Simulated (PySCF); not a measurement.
# NMR problem set

Method: shieldings: GIAO PBE0/pcSseg-1, J: B3LYP/pcJ-1 (spin–dipole term left out of most H,H and C,H couplings), geometry from GFN2-xTB, in PySCF 2.14 (isolated molecule, single conformer, non-relativistic, equivalent nuclei averaged).

δ = σ(ref) − σ, references computed at the same level: 1H (σref 31.72) and 13C (σref 186.93) against TMS. Multiplet labels drop J under 1 Hz and among equivalent protons, and merge close values. Unscaled 3J(H,H) run several per cent high. Splittings of carbon signals by F and P are missing where no couplings were computed. Where no couplings were computed, multiplicities follow the n + 1 count of equivalent neighbours, and m marks all less simple cases (inequivalent or close neighbours, rings, F or P nearby). One-bond C–F couplings are unscaled and too large by tens of Hz. Shifts are as computed. Against solution values, carbons near 30 ppm lie about +3 ppm off and those near 130 ppm about +5 ppm. Of 1309 compounds with measured shifts, 239 miss one by over three times the rms of a fit or turn the order of signals round; such compounds aren't used in these exercises.

Task: C₆H₆F₂. 1H NMR (400 MHz, computed): δ 5.82 (m, 1H), 5.73 (m, 1H), 5.48 (m, 1H), 5.31 (m, 1H), 5.28 (m, 1H), 3.08 (m, 1H). 13C{1H} NMR (computed): δ 165.3 (C), 146.5 (CH), 124.7 (CH2), 121.5 (CH), 99.2 (CH), 49.6 (CH). Give a structure.

Result: `C=C[C@@H]1C=C(F)[C@H]1F`. Rings plus π bonds: 3 (1 ring in the answer). 6 carbon signals for 6 carbons: no two carbons are equivalent. Carbon types of the structure: 1 × C, 4 × CH, 1 × CH2, which accounts for all hydrogens. δC 165.3: fully substituted alkene carbon. δC 146.5, 121.5: alkene CH; the olefinic region. δC 124.7: terminal =CH2 carbon; an sp2 carbon of a C=C bond. δC 99.2: allylic sp3 CH bonded to F; the inductive effect lowers its shielding.

This is the structure that produced the data.

Task: C₆H₆F₂. 1H NMR (300 MHz, computed): δ 6.58 (m, 1H), 6.38 (m, 1H), 5.68 (m, 1H), 5.13 (m, 1H), 3.05 (m, 1H), 2.66 (m, 1H). 13C{1H} NMR (computed): δ 166.3 (C, d, J = 314.8 Hz), 134.2 (CH, dd, J = 34.1, 9.8 Hz), 132.4 (CH, dd, J = 11.7, 3.3 Hz), 109.9 (CH, dd, J = 19.6, 8.4 Hz), 83.9 (CH, d, J = 222.7 Hz), 33.7 (CH2, dd, J = 25.3, 3.7 Hz). Give a structure.

Result: SMILES FC1=CC[C@H](F)C=C1. Rings plus π bonds: 3 (1 ring in the answer). 6 carbon signals for 6 carbons: no two carbons are equivalent. Carbon types of the structure: 1 × C, 4 × CH, 1 × CH2, which accounts for all hydrogens. δC 166.3: fully substituted alkene carbon. δC 134.2, 132.4, 109.9: alkene CH; an sp2 carbon of a C=C bond. δC 83.9: allylic sp3 CH bonded to F; pulled downfield by the heteroatom. δH 3.05, 2.66: hydrogen on an allylic sp3 CH2; allylic position.

The shifts were computed for this structure.
